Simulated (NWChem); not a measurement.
# SiNH$_{3}$OClF; SMILES N[Si](O)(F)Cl

```xyz
8

N     -0.9996    -1.1859     1.0049
Si     0.0382    -0.3157    -0.0236
O      1.6140    -0.6061     0.3191
F     -0.3540    -0.7790    -1.5183
Cl    -0.1407     1.7243     0.0128
H     -0.9409    -1.0630     2.0095
H     -1.9551    -1.3571     0.7109
H      1.8417    -1.5340     0.4384
```
Atoms are numbered in this order, from 1.

Results from NWChem. Coordinates come from a PBE0/def2-SVP optimisation. Atomic charges in e: unrestrained fits to the electrostatic potential beside Mulliken populations; buried atoms are poorly determined by the fit.

Question: Estimate the computed values for B3LYP/def2-SVP. Quantities: ESP N1; Mulliken N1; ESP Si2; Mulliken Si2; ESP O3; Mulliken O3; ESP F4; Mulliken F4; ESP Cl5; Mulliken Cl5; relative RMS misfit of the potential (%).

Answer: 
```
Property                                  Value
----------------------------------------  -----
ESP N1                                    -0.91
Mulliken N1                               -0.35
ESP Si2                                    1.04
Mulliken Si2                               0.84
ESP O3                                    -0.66
Mulliken O3                               -0.37
ESP F4                                    -0.33
Mulliken F4                               -0.33
ESP Cl5                                   -0.25
Mulliken Cl5                              -0.25
relative RMS misfit of the potential (%)     20
```
